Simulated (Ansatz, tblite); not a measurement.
Forces on [In(OMe)H3]- (CH6InO⁻) at its r2SCAN-D4/def2-TZVPD geometry. Total charge -1; singlet.

In the def2 sets In takes a core potential; there is no spin–orbit coupling. The xTB rows come from tblite.

GFN1-xTB (tblite), largest force 1.12 eV/Å:

```xyz
9
positions Å, forces eV/Å
In    1.085    0.005    1.061    0.847   -0.317    0.668
O    -0.482    0.890   -0.030   -0.124    0.090   -0.075
C    -1.072    0.100   -0.996   -0.282   -0.002   -0.279
H    -0.366   -0.246   -1.783   -0.007    0.004   -0.062
H    -1.874    0.655   -1.523   -0.058    0.017   -0.047
H    -1.547   -0.820   -0.591   -0.057   -0.020   -0.009
H     0.363   -1.422    1.834    0.079    0.291   -0.160
H     1.590    1.270    2.183   -0.138   -0.181   -0.225
H     2.303   -0.432   -0.155   -0.259    0.118    0.188
```

GFN2-xTB (tblite), largest force 0.49 eV/Å:

```
In -0.028 0.091 0.016
O -0.028 -0.169 -0.108
C -0.009 -0.238 -0.127
H -0.031 0.088 0.174
H 0.078 0.110 0.132
H 0.115 0.161 0.028
H 0.252 0.293 -0.165
H -0.107 -0.377 -0.292
H -0.242 0.040 0.341
```

r2SCAN-D4/def2-TZVPD (Ansatz), largest force 0.01 eV/Å:

```
In -0.004 0.001 -0.004
O 0.000 -0.003 -0.001
C -0.002 0.003 0.000
H 0.002 0.001 0.001
H 0.002 -0.001 0.002
H 0.003 0.000 0.002
H -0.001 0.000 0.000
H 0.001 0.000 0.001
H 0.000 0.000 -0.001
```
